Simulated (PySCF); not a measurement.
Species: C₉H₈O.
SMILES with atom numbers: `[CH2:1]=[CH:2][C:3](=[O:4])[c:5]1[cH:6][cH:7][cH:8][cH:9][cH:10]1` (hydrogens: H11, H12 on C1; H13 on C2; H14 on C6; H15 on C7; H16 on C8; H17 on C9; H18 on C10)

Cartesian coordinates in Å at the PBE0-D3(BJ)/def2-SVP level; atoms count from 1:
```
atom  x, y, z in Å
C1     3.5785   -0.7883    0.0087
C2     2.2462   -0.8760    0.0553
C3     1.4117    0.3457   -0.1281
O4     1.9341    1.4282   -0.3123
C5    -0.0798    0.2260   -0.0851
C6    -0.8225    1.3992   -0.2823
C7    -2.2109    1.3716   -0.2581
C8    -2.8803    0.1666   -0.0346
C9    -2.1538   -1.0057    0.1638
C10   -0.7610   -0.9777    0.1384
H11    4.2201   -1.6629    0.1373
H12    4.0458    0.1860   -0.1633
H13    1.7635   -1.8400    0.2246
H14   -0.2710    2.3257   -0.4539
H15   -2.7785    2.2920   -0.4137
H16   -3.9726    0.1421   -0.0148
H17   -2.6743   -1.9499    0.3396
H18   -0.2140   -1.9080    0.2963
```

Linear response at wB97X-D/def2-SVPD (PySCF, frozen core in the response, non-relativistic).

Static isotropic polarisability: 110.41 au (16.36 Å³), principal values 62.2, 109.4, 159.7 au.

(1) What is the polarisability at 1064 nm and at the sodium D line?

(2) What is the isotropic C6 coefficient between two such molecules, C6 = (3/π)∫α(iω)² dω?

(3) Which effective excitation energy ω̄ makes London's formula C6 = (3/4)α²ω̄ exact here?

(4) How many electrons N does the Slater–Kirkwood formula C6 = (3/4)·√N·α^(3/2) need to give this C6?

(5) What molar refraction at the D line follows from R = (4π/3)·N_A·α′, with α′ the polarisability volume?

(6) What three-body coefficient follows from the one-pole estimate C9 = (3/4)·α·C6?

(7) The lowest 6 singlets have (eV, f): 3.60, 0.000; 4.90, 0.013; 5.13, 0.337; 5.62, 0.198; 6.34, 0.139; 6.41, 0.000. What share of the static polarisability do they carry in the sum over states α = Σ f/ω²?

(8) How anisotropic is the static polarisability, by Δα² = ½[(α1 − α2)² + (α2 − α3)² + (α3 − α1)²]?

(9) What n − 1 at the D line would an ideal gas of it have at 273.15 K and 1 atm (2.6868 × 10¹⁹ cm⁻³), by n − 1 = 2π·N·α′?

## Answers

(1) 112.12 au at 1064 nm (+1.5 %), 116.45 au at 589.3 nm (+5.5 %). The rise at 589.3 nm is 3.53 times that at 1064 nm; a pure ω² law gives 3.26. The lowest singlet lies at 344 nm, shorter than both wavelengths.

(2) 4337 au (Eh·bohr⁶) by a ten-point quadrature over imaginary frequencies, which is 2590 eV·Å⁶ or 250 J·nm⁶/mol.

(3) ω̄ = 4·C6/(3α²) = 0.474 Eh = 12.9 eV. A one-pole form α(ω) = α/(1 − ω²/ω̄²) fitted to the 1064 nm value gives 9.4 eV. London's choice of the ionisation energy (9.39 eV, ΔSCF at the same level) gives C6 = 3150 au, 27 % too low.

(4) N = (4·C6/3)²/α³ = 24.8; the species has 70 electrons in all.

(5) α′ = 17.26 Å³ gives R = 43.53 cm³/mol, for isolated, non-vibrating species.

(6) 359000 au. This is an estimate from the two numbers above, not a computed integral.

(7) 17.08 au, 15.5 % of α; the largest term, 9.47 au, is that of the state at 5.13 eV. Their oscillator strengths add up to 0.69. Higher states carry the rest.

(8) Δα = 84.4 au, or 0.76 of the isotropic value.

(9) 29.13 × 10⁻⁴, a formal value whether or not that pressure can be reached.

One conformer stands for the species.

The pairwise dispersion term of wB97X-D wasn't added to the energies; at a given geometry it leaves orbitals and properties as they are.
